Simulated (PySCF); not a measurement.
1-[(1R,2R)-2-fluorocyclopropyl]ethanone (C₅H₇FO), SMILES [C@H]1(C[C@@H]1C(C)=O)F.

Coordinates come from a B3LYP-D3(BJ)/def2-SVP optimisation. Other conformers were not sampled.

Method: PBE/def2-TZVP (PySCF).

Gas-phase values at a fixed geometry.

Problem. Estimate the frontier levels, gap, dipole moment and polarisability. (Estimate from the structure and the level; the computed values follow.)

Solution. 
| Quantity | Value |
|---|---|
| highest occupied level | -5.76 eV |
| lowest empty level | -1.68 eV |
| orbital gap | 4.08 eV |
| dipole moment | 0.765 e·Å |
| quadrupole, principal values (traceless, Buckingham form, about the centre of nuclear charge) | -3.47, -2.35, 5.82 D·Å |
| mean static polarisability | 63.2 bohr³ (9.37 Å³) |
| polarisability, principal values | 53.1, 61.2, 75.3 bohr³ |
